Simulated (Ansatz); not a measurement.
Reactions of FGaH₂O₂, SMILES `[OH][Ga]([OH])[F]`.

Computed with Ansatz on PBE0-D4/def2-TZVP structures; ΔE is electronic, products minus reactants. CCSD(T)/CBS is the MP2 limit (def2-TZVPP, def2-QZVPP) plus CCSD(T) − MP2 in def2-TZVPP, frozen cores. This one scheme is used for every species. DFT in def2-TZVPP. Elements past krypton have def2 core potentials. For Ga, In, Se outer-core shells are correlated without core-valence functions, which leaves a few kJ/mol of doubt a bond. Scalar relativity is left out up to krypton. Each species was taken in one conformer, which may not be the lowest.

| reaction | B2PLYP (kcal/mol) |
| --- | --- |
| `[OH][Ga]([OH])[F]` + `[SiH3][O][InH2]` → `[OH][Ga]([F])[O][SiH3]` + `[OH][InH2]` | 1.9 |
| `[OH][Ga]([OH])[F]` + `O[SiH3]` → `[OH][Ga]([F])[O][SiH3]` + H₂O | -2.7 |
| `[OH][Ga]([OH])[F]` + NH₃ → `[NH2][Ga]([OH])[OH]` + H–F | 12.5 |
| `[OH][Ga]([OH])[F]` + H₂Se → `[OH][Ga]([OH])[SeH]` + H–F | -3.7 |
| `[OH][Ga]([OH])[F]` + H₂ → `[OH][GaH][OH]` + H–F | 14.0 |

Q: Give the CCSD(T)/CBS values in the same order. (An estimate is asked.)

A: The calculation gave: 2.2, -4.0, 9.0, -6.9, 12.0 kcal/mol.

Largest T1 diagnostic: 0.017, for `[OH][InH2]`.
